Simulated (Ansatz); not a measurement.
C22H15F9O6S4⁻, that is triphenylsulfonium tris(triflyl)methide with one electron more. Charge -1, multiplicity 2. Geometry PBE-D4/def2-SVP.

Cartesian coordinates in Å:
```
O 4.333 -0.869 -0.223
S 3.215 -0.184 0.455
O 2.014 -0.948 0.862
C 2.844 1.266 -0.434
S 1.525 2.260 0.097
O 1.241 1.877 1.508
O 0.426 2.408 -0.884
C 2.236 4.044 0.284
F 3.572 4.044 0.360
F 1.741 4.533 1.437
F 1.836 4.832 -0.714
S 3.560 1.608 -1.974
O 4.978 1.221 -2.070
O 3.100 2.962 -2.368
C 2.665 0.441 -3.191
F 1.499 0.981 -3.568
F 2.436 -0.749 -2.619
F 3.434 0.261 -4.280
C 3.957 0.435 2.125
F 5.060 -0.292 2.374
F 4.301 1.728 2.062
F 3.093 0.256 3.131
C -0.237 -2.345 -3.639
C -0.864 -1.089 -3.583
C -1.101 -0.471 -2.347
C -0.730 -1.136 -1.169
S -0.861 -0.248 0.419
C -2.383 0.664 0.212
C -2.385 1.972 0.763
C -3.590 2.658 0.907
C -4.816 2.052 0.537
C -4.809 0.750 0.005
C -3.610 0.046 -0.162
C -1.072 -1.588 1.586
C -2.120 -2.544 1.473
C -2.430 -3.351 2.574
C -1.718 -3.231 3.782
C -0.672 -2.281 3.881
C -0.356 -1.453 2.803
C -0.062 -2.370 -1.210
C 0.170 -2.977 -2.451
H -0.042 -2.822 -4.612
H -1.157 -0.575 -4.511
H -1.562 0.527 -2.286
H -1.427 2.430 1.050
H -3.580 3.686 1.303
H -5.765 2.594 0.666
H -5.757 0.275 -0.296
H -3.608 -0.952 -0.624
H -2.651 -2.675 0.519
H -3.236 -4.098 2.484
H -1.971 -3.870 4.641
H -0.090 -2.197 4.813
H 0.457 -0.715 2.865
H 0.277 -2.834 -0.272
H 0.688 -3.948 -2.491
```

Single mean-field runs in def2-SVP are fitted with def2-universal-jkfit. At PBE-D4/def2-SVP the highest occupied level of the relaxed charge -1 doublet lies above zero (up to 0.10 eV). By energy differences its removal costs 1.46 eV (each at its own geometry, to the charge 0 singlet, at PBE-D4/def2-SVP); self-interaction error and the lack of diffuse functions both raise the level.

**Question.** Estimate the α-spin orbital energies around the gap (eV) in Ansatz with PBE-D4/def2-SVP, PBE0-D4/def2-SVP.

**Answer.** 
```
orbital  PBE-D4/def2-SVP  PBE0-D4/def2-SVP
 HOMO−5            -3.82             -4.98
 HOMO−4            -3.71             -4.81
 HOMO−3            -3.59             -4.79
 HOMO−2            -3.54             -4.67
 HOMO−1            -3.20             -4.66
   HOMO             0.10             -0.46
   LUMO             0.90              1.68
 LUMO+1             1.03              1.74
 LUMO+2             1.20              1.94
 LUMO+3             1.29              2.17
 LUMO+4             1.67              2.52
 LUMO+5             1.81              2.61
 β HOMO            -3.20             -4.37
 β LUMO             0.49              1.34
```
